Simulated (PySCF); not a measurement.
All of these have the formula C5H8OSSi. The calculation used TDDFT CAM-B3LYP/def2-SVPD, vertical, gas phase, core orbitals frozen in the response in PySCF 2.14.0, density-fitted response routines. Geometries: GFN2-xTB; one conformer of each isolated species. Triplets are in the Tamm–Dancoff approximation.

A. `C=C(C)[Si@H]1OC=CS1`
B. `CC#C[C@@H]1CO[SiH2]S1`
C. `C[SiH2]c1ccc(S)o1`

Lowest singlet levels (six at most, fewer where fewer were computed) with oscillator strengths:

1. 248 nm (f 0.002); 236 nm (f 0.401); 219 nm (f 0.022); 203 nm (f 0.001); 192 nm (f 0.055); 188 nm (f 0.000); T1 3.56 eV
2. 267 nm (f 0.006); 244 nm (f 0.000); 220 nm (f 0.033); 217 nm (f 0.051); 201 nm (f 0.033); 188 nm (f 0.194); T1 3.82 eV
3. 235 nm (f 0.006); 203 nm (f 0.020); 200 nm (f 0.001); 195 nm (f 0.015); 192 nm (f 0.021); 188 nm (f 0.024); T1 4.71 eV

Problem. Which spectrum belongs to which structure?

Solution. 1 = C, 2 = A, 3 = B.
- A: S1 at 4.64 eV, HOMO→LUMO (91%); Löwdin shares by element: HOMO carbon 39% or more, sulfur 37%, oxygen 10%; LUMO carbon 48% or more, silicon 18%, sulfur 9% (atoms not listed hold the other 24%); HOMO -7.22 and LUMO 0.33 eV.
- B: S1 at 5.27 eV, HOMO→LUMO (76%); Löwdin shares by element: HOMO sulfur 57%, carbon 24% or more, silicon 6%; LUMO sulfur 35%, silicon 21%, carbon 10% or more, hydrogen 7% or more (atoms not listed hold the other 27%); HOMO -8.10 and LUMO 0.64 eV.
- C: S1 at 5.01 eV, HOMO→LUMO+1 (47%), HOMO→LUMO+2 (29%); Löwdin shares by element: HOMO carbon 50% or more, sulfur 27% (atoms not listed hold the other 23%); LUMO carbon 40% or more, silicon 13% (atoms not listed hold the other 47%); HOMO -7.26 and LUMO 0.74 eV.
